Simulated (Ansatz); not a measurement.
CH6F2SiSn can be A, `C[Si](F)(F)[SnH3]`, or B, `F[SiH2][CH](F)[SnH3]`.

Program: Ansatz. Geometries: PBE0-D4/def2-TZVP. ΔE: electronic, gas phase. CCSD(T)/CBS adds triple-zeta CCSD(T) − MP2 to the extrapolated MP2 energy (def2 sets, frozen cores). Functionals use def2-TZVPP. B3LYP here is the variant with VWN-RPA as its local correlation; programs differ in this. def2 core potentials past Kr. For Sn outer-core shells are correlated without core-valence functions, which leaves a few kJ/mol of doubt a bond. Each species was taken in one conformer, which may not be the lowest.

A:

Z-matrix (Å, degrees):
```
C
Si 1 1.847
H 1 1.093 2 110.6
H 1 1.092 2 110.6 3 -120.1
H 1 1.093 2 110.1 3 119.9
F 2 1.598 1 108.6 3 -177.3
F 2 1.598 1 108.6 3 -62.6
Sn 2 2.569 1 116.6 3 60.1
H 8 1.707 2 110.2 1 59.8
H 8 1.707 2 110.2 1 -59.2
H 8 1.704 2 111.1 1 -179.7
```

B:

Z-matrix (Å, degrees):
```
Si
C 1 1.876
F 1 1.604 2 106.3
H 1 1.481 2 109.8 3 -117.5
H 1 1.483 2 113.2 3 118.1
Sn 2 2.183 1 113.6 3 49.6
F 2 1.404 1 108.2 3 170.5
H 2 1.096 1 111.5 3 -71.4
H 6 1.705 2 109.1 1 40.7
H 6 1.704 2 109.1 1 -80.0
H 6 1.704 2 107.0 1 160.2
```

Q: Which isomer does CCSD(T)/CBS put lower? Give the gap. (Estimate.)

A: Computed: A, by 76.3 kcal/mol.

Q: Give E(B) − E(A) in kcal/mol with PBE-D4, ωB97M-V, PBE0-D4, B3LYP, HF/def2-TZVPP, CCSD/def2-TZVPP, B2PLYP. (Estimate.)

A: Ansatz gave: PBE-D4 74.3, ωB97M-V 75.4, PBE0-D4 76.3, B3LYP 75.0, HF/def2-TZVPP 76.0, CCSD/def2-TZVPP 75.6, B2PLYP 75.9. None reverses the order clearly.

Largest T1 diagnostic: 0.013.

From PBE to PBE0 (25 % exact exchange), in def2-TZVPP and without D4, E(B) − E(A) moves by +1.9 kcal/mol.
